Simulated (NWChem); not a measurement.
Species: Si2H5O2F; SMILES O[SiH](O)[SiH2]F

```xyz
10

O      1.5119     1.2421    -0.4494
Si     0.1125     0.8645     0.3700
O     -1.1756     1.8147    -0.0843
Si    -0.5728    -1.2761    -0.2697
F      0.5433    -2.3505     0.2538
H      2.1855     1.7356     0.0265
H      0.3857     1.0150     1.8376
H     -1.1479     2.7548     0.1184
H     -0.6793    -1.3994    -1.7529
H     -1.8797    -1.6450     0.3504
```
Atoms are numbered in this order, from 1.

Computed with NWChem. Pople sets run with spherical d functions. The geometry was optimised at PBE0/def2-SVP. B3LYP is NWChem's, with the RPA form of VWN correlation.

For level B3LYP/6-31G*:

```
Quantity                     Result
---------------------------  ------
highest occupied level (eV)   -7.67
```

**Question.** Estimate the same quantities for level B3LYP/6-311G**.

**Answer.** 
* **highest occupied level (eV)**: -7.92
